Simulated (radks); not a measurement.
Ce9+, 49 electrons, occupied as [Kr] 4d10 5s2 5p1.

All-electron calculation, Dirac Kohn-Sham, LDA (Slater exchange, Perdew-Wang correlation), spin-unpolarised, spherical densities, finite nucleus; open shells fill j = l - 1/2 first; Fermi nuclear charge, rms radius 4.8771 fm. Program: a radial shooting solver on a logarithmic mesh with Libxc functionals.

Energy parts (eV):
part                      energy
total                 -240497.23
kinetic                257980.79
electron-nucleus      -579450.18
Hartree                 86384.02
exchange-correlation    -5411.86

Orbitals (lengths in bohr, moments of r in powers of bohr):
| orbital | occ. | eigenvalue (eV) | <r^2> |
|---|---|---|---|
| 1s1/2 | 2 | -40324.95 | 0.0008221 |
| 2s1/2 | 2 | -6567.784 | 0.01302 |
| 2p1/2 | 2 | -6211.660 | 0.009541 |
| 2p3/2 | 4 | -5765.603 | 0.01080 |
| 3s1/2 | 2 | -1518.915 | 0.08881 |
| 3p1/2 | 2 | -1367.682 | 0.08362 |
| 3p3/2 | 4 | -1280.020 | 0.09116 |
| 3d3/2 | 4 | -1014.414 | 0.07458 |
| 3d5/2 | 6 | -995.5688 | 0.07671 |
| 4s1/2 | 2 | -409.9051 | 0.4523 |
| 4p1/2 | 2 | -353.4055 | 0.4802 |
| 4p3/2 | 4 | -334.0223 | 0.5195 |
| 4d3/2 | 4 | -240.6099 | 0.6015 |
| 4d5/2 | 6 | -237.1281 | 0.6159 |
| 5s1/2 | 2 | -152.7568 | 2.030 |
| 5p1/2 | 1 | -133.9293 | 2.303 |
| 5p3/2 | 0 | -129.4876 | 2.448 |

The highest occupied level is 5p1/2 at -133.93 eV. The density falls to 0.001 e/bohr^3 at r = 2.63 bohr. Summed over all electrons, <r^2> = 17.97 bohr^2, which gives a Langevin (diamagnetic) susceptibility term of -14.2 x 10^-6 cm^3/mol.
